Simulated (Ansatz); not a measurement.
An input meant for the cluster PPt3⁻ (charge -1, singlet).

```yaml
crystal:
  periodic: [false, false, false]
  atoms:
    - {symbol: P, position_ang: [-0.459213, 0.844028, -0.003313]}
    - {symbol: Pt, position_ang: [-0.540935, -1.382286, 0.116052]}
    - {symbol: Pt, position_ang: [0.336898, 0.173643, -1.953654]}
    - {symbol: Pt, position_ang: [0.663250, 0.364605, 1.840916]}
basis:
  gaussian: {orbitals: def2-SVPD, final_grid: {core_spheres: 20, valence_spheres: 16, degree: 47}}
total_charge: -1
magnetization: {spin_polarized: true, initial_magnetization: 6}
hamiltonian: {xc: {name: B2PLYP}}
scf: {omitted_lower_state_checks: [starts]}
```

```sh
$ ansatz run in.yaml --threads 4 --pin off --events-out ev --progress --plain --max-ram 3916MiB
```

Shortened log:

```
Functional definition: B2PLYP
1229 factors; integrals over basis functions are off by at most 5.9e-4 eV
mean field evaluation 1: about -18992.3902 eV, gradient 1.6e1 eV
mean field evaluation 2: about -18992.6844 eV, gradient 1.6e1 eV
mean field evaluation 4: about -18994.4774 eV, gradient 6.0e0 eV
mean field evaluation 8: about -18994.9716 eV, gradient 8.8e-1 eV
mean field evaluation 16: about -18995.0605 eV, gradient 1.6e-1 eV
mean field -18995.08338603 eV, -698.0564391067 hartree, gradient 2.4e-6 eV, S^2 12.090335; 0 other end points of the search recorded, 0 dependent functions left out
5 core orbitals not correlated: weight in the atoms' cores, before any rotation towards them, 1.000 or more for the frozen orbitals, at most 0.000 for the correlated occupied ones
reference -18995.08351531 eV, -698.0564438575 hartree; 33, 27 occupied and 91, 97 virtual orbitals, 1229 factors
second order -42.63998840 eV of doubles, -0.00000000 eV of singles
Total energy: -19006.59631218 eV, -698.4795313388 hartree
Checks for a lower state left out: starts
```

In this input the spin is set far too high (6 unpaired electrons typed, 0 in the singlet as meant). Self-consistency was reached. The result belongs to that input, not to the species as meant.

In the def2 sets Pt takes a core potential; there is no spin–orbit coupling. Correlated methods freeze 5 core orbitals; core or outer-core shells of Pt are correlated, in sets that lack core-valence functions.
